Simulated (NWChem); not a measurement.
Species: AlHSCl₂; SMILES [SH][Al]([Cl])[Cl]

```xyz
5

Al     0.0083    -0.0221     0.0000
Cl     1.5507    -1.4269     0.0000
Cl    -1.9820    -0.6628     0.0000
S      0.5013     2.0844     0.0000
H     -0.7979     2.4611     0.0000
```
Atoms are numbered in this order, from 1.

Program: NWChem. Geometry: optimised at PBE0/def2-SVP. Vertical excitations in the gas phase; the lowest state need not have the same character in each row.

```tsv
level	lowest excitation, singlet (eV)	oscillator strength of that lowest state	lowest state with f > 0.02, singlet (eV)	oscillator strength of that bright state	orbital gap (eV)
PBE/def2-SVP, full TDDFT	5.29	0.018	5.77	0.027	5.18
B3LYP/def2-SVP, full TDDFT	5.67	0.021	5.67	0.021	6.74
Hartree-Fock/def2-SVP, TDHF	7.21	0.043	7.21	0.043	13.09
PBE0/def2-SVP, full TDDFT	___	0.024	___	0.024	___
```

What belongs in the gaps?


- PBE0/def2-SVP, full TDDFT, lowest excitation, singlet (eV): 5.87
- PBE0/def2-SVP, full TDDFT, lowest state with f > 0.02, singlet (eV): 5.87
- PBE0/def2-SVP, full TDDFT, orbital gap (eV): 7.27
